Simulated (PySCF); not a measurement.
C3H3N2, multiplicity 2. Atoms are numbered in the order given.

```xyz
8

C      1.1799     0.1827     0.0000
C      0.2455     1.1887     0.0000
N     -1.0000     0.6017     0.0000
C     -0.8153    -0.7032     0.0000
N      0.5166    -1.0134     0.0000
H      0.3847     2.2677     0.0000
H     -1.6010    -1.4598     0.0000
H      0.9391    -1.9351     0.0000
```
Charge 0, spin multiplicity 2.

Geometry: r2SCAN-D4/def2-SVP. The isomer is the one that the SMILES or the coordinates give; other isomers of the formula were not compared.

Method: PBE/def2-TZVP (PySCF).

ESP charges are fitted to the potential on shells at 1.4 to 2.0 van der Waals radii. Atomic charges (e):

```tsv
atom	meta-Löwdin	Mulliken	ESP fit	Löwdin	Mulliken spin
C1	-0.04	-0.01	-0.15	-0.13	0.87
C2	-0.11	-0.12	0.04	-0.29	-0.01
N3	-0.24	-0.21	-0.37	0.13	0.14
C4	0.01	0.00	0.08	-0.33	0.01
N5	-0.15	-0.17	-0.14	0.17	-0.01
H6	0.14	0.13	0.13	0.13	0.00
H7	0.14	0.14	0.12	0.13	0.00
H8	0.26	0.23	0.30	0.19	0.00
```

Computed Mayer and Wiberg (Löwdin basis) orders of the bonds:
```tsv
bond	Mayer	Wiberg
C1–C2	1.65	1.86
C2–N3	1.31	1.59
N3–C4	1.63	1.92
C1–N5	1.19	1.56
C4–N5	1.22	1.54
C2–H6	0.96	0.87
C4–H7	0.95	0.88
N5–H8	0.91	0.87
```
